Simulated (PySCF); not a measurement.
# Bonding in Cu(AsH3)F

Cu(AsH3)F (singlet state).
Structure used (PBE0-D3(BJ)/def2-SVP), in Å, numbered top down from 1:
```
atom  x, y, z in Å
Cu1   -0.0006    0.0027   -1.5762
As2    0.0007   -0.0025    0.6634
H3     0.8250   -1.0216    1.4143
H4    -1.2937   -0.2083    1.4146
H5     0.4704    1.2203    1.4159
F6    -0.0019    0.0095   -3.3319
```

Bond orders from the PBE0/pcSseg-1 (pcSseg-2 on Cu) density (PySCF). Isolated species at its PBE0-D3(BJ)/def2-SVP geometry, gas phase. The calculation is non-relativistic, for arsenic too.

**Question.** Set the Mayer orders of the bonds between heavy atoms beside their lengths.

**Answer.** 
| bond | length (Å) | Mayer order |
| --- | --- | --- |
| Cu1–As2 | 2.240 | 0.788 |
| Cu1–F6 | 1.756 | 0.716 |

**Question.** And the bonds to hydrogen?

**Answer.** As–H: 0.93 (3 bonds).

**Question.** Sum the orders of all bonds at each heavy atom with more than one neighbour.

**Answer.** Cu1 1.504, As2 3.584. Orders between atoms that aren't bonded are not in these sums.

Mayer orders depend on the basis set.
